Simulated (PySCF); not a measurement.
BFBr2, SMILES BrB(F)Br. Atoms are numbered in the order given.

```xyz
4

B      0.0000     0.0000    -0.6333
F      0.0000     0.0000    -1.9455
Br     0.0000    -1.6720     0.2954
Br     0.0000     1.6720     0.2954
```

Coordinates come from a B3LYP-D3(BJ)/def2-SVP optimisation.

Two levels are set side by side: PBE/pcSseg-1 (PySCF) and KT2/pcSseg-1 (PySCF). GIAO shifts against BF3 (¹¹B), CFCl3 (¹⁹F) at the same level; non-relativistic, no solvent, atoms listed together averaged. Without spin–orbit terms, shifts of atoms bonded to Cl or Br come out too high at both levels. Differences are taken from unrounded values.

```json
[
 {"quantity": "δ(¹¹B) of B1 (ppm)", "KT2": "30.4", "PBE": "32.9", "PBE minus KT2": "2.5"},
 {"quantity": "δ(¹⁹F) of F2 (ppm)", "KT2": "-7.1", "PBE": "6.9", "PBE minus KT2": "14.0"}
]
```

Rough cost on one machine, each run with all the roots and properties that it gave: KT2 against PBE within a factor of 2.
